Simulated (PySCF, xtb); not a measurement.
C4H4BFO, SMILES C#CB(F)C(C)=O. Other conformers were not sampled.

Harmonic wavenumbers (cm⁻¹) from GFN2-xTB (xtb) at its own minimum, in rising order: 26, 96, 109, 125, 211, 234, 365, 477, 537, 576, 629, 674, 709, 939, 955, 1030, 1138, 1287, 1352, 1446, 1449, 1740, 2195, 3019, 3026, 3046, 3363.

Question: What does PySCF 2.14.0 with B3LYP-D3(BJ)/def2-SVP give at its own minimum? (Estimate from the structure and the level; the computed values follow.)

Answer: 28, 114, 129, 141, 240, 242, 363, 517, 562, 636, 672, 713, 786, 917, 988, 1047, 1263, 1348, 1382, 1424, 1438, 1772, 2174, 3020, 3097, 3143, 3456. Paired by order, the mean absolute difference is 38 cm⁻¹ and the zero-point energies are 44.0 and 45.2 kcal/mol.
